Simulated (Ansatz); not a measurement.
Match the barriers

Saddle point of SiH4Cl2O, closed shell (SiH₂Cl₂ ([Cl][SiH2][Cl]) + H₂O → SiH₂Cl₂O ([OH][SiH]([Cl])[Cl]) + H₂; bonds formed: Si1–O7, H2–H6; bonds broken: Si1–H2, H6–O7), PBE0-D4/def2-TZVP structure:

```
8
angstrom
Si -0.3716 -0.2509 -0.3311
H 0.9287 -0.9755 0.4509
Cl 0.0908 -1.3725 -1.9983
Cl -1.6225 -1.0718 1.0947
H -1.3105 0.7101 -0.9508
H 1.1435 0.0761 0.6802
O 0.7415 1.0760 0.2625
H 0.4002 1.8085 0.7921
```

Program: Ansatz 0.2.0. Basis: def2-TZVPP, with def2-QZVPP for the basis limit. Cores are frozen in the correlated methods. Extrapolation: Hartree–Fock as exp(−7.88 √X), correlation as X^−2.97. Four methods, as single points on the PBE0-D4 structures, gave these electronic barriers from the start structure: 32.10, 35.73, 38.80, 55.14 kcal/mol.

The methods were, in alphabetical order, HF, MP2, PBE-D4, PBE0-D4. Which gave which? (Judge from chemistry; the calculation decides.)

By the calculation: PBE-D4 32.10; PBE0-D4 35.73; MP2 38.80; HF 55.14 kcal/mol. For comparison, CCSD(T) at an estimated basis limit (MP2 extrapolated from triple and quadruple zeta, plus CCSD(T) − MP2 in triple zeta) gives 40.17 kcal/mol.

No T1 diagnostic of these runs exceeds 0.011.

Labels in which every atom is bracketed show which atoms are joined, not bond orders.

For scale, one of the runs: CCSD(T)/def2-TZVPP, 213 basis functions (an equivalent command: `ansatz run in.yaml --threads 4`). Time: 46 s of wall clock on 4 CPU threads; the host was shared. Peak host memory: 2.8 GiB.
